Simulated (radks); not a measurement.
Results of a calculation; reference values are marked as such.
Valence configurations of the gadolinium ion Gd+ (all share [Xe]). Code: a radial shooting solver on a logarithmic mesh with Libxc functionals. Model: scalar-relativistic Kohn-Sham, PBE, spin-polarised, spherical densities, finite nucleus; open shells are filled with parallel spins first (spin-orbit coupling, left out, can overturn this in heavy ions); Fermi nuclear charge, rms radius 5.1569 fm. Energies are relative to 4f7 5d1 6s1; eigenvalues in eV for spin up.

valence,E (eV),moment (Bohr magnetons),e(4f),e(5d),e(6p),e(6s)
4f7.5 5d1 6s0.5,-0.059,8,-12.555,-7.609,-,-8.948
4f7 5d1 6s1,0.000,9,-16.773,-9.031,-,-9.796
4f7 6s2,0.460,7,-19.225,-,-,-10.334
4f7 5d2,0.956,9,-14.647,-7.674,-,-
4f8 5d1,1.147,7,-8.864,-6.326,-,-
4f7 5d0.5 6s1 6p0.5,1.593,9,-18.539,-10.200,-6.773,-10.632
4f6.5 5d1.5 6s1,4.522,9,-20.050,-9.772,-,-10.110
4f6.5 5d1 6s1 6p0.5,6.417,9,-21.874,-10.985,-6.930,-10.953
4f6.5 5d1 6s0.5 6p1,8.431,9,-22.483,-11.433,-7.229,-11.259
4f6 5d1 6s1 6p1,15.048,9,-27.254,-12.992,-7.728,-12.064

NIST lists [Xe] 4f7 5d1 6s1 as the ground configuration; this level of theory puts 4f7.5 5d1 6s0.5 lower, by 0.059 eV. The energies are those of spherical high-spin densities, not of single terms.
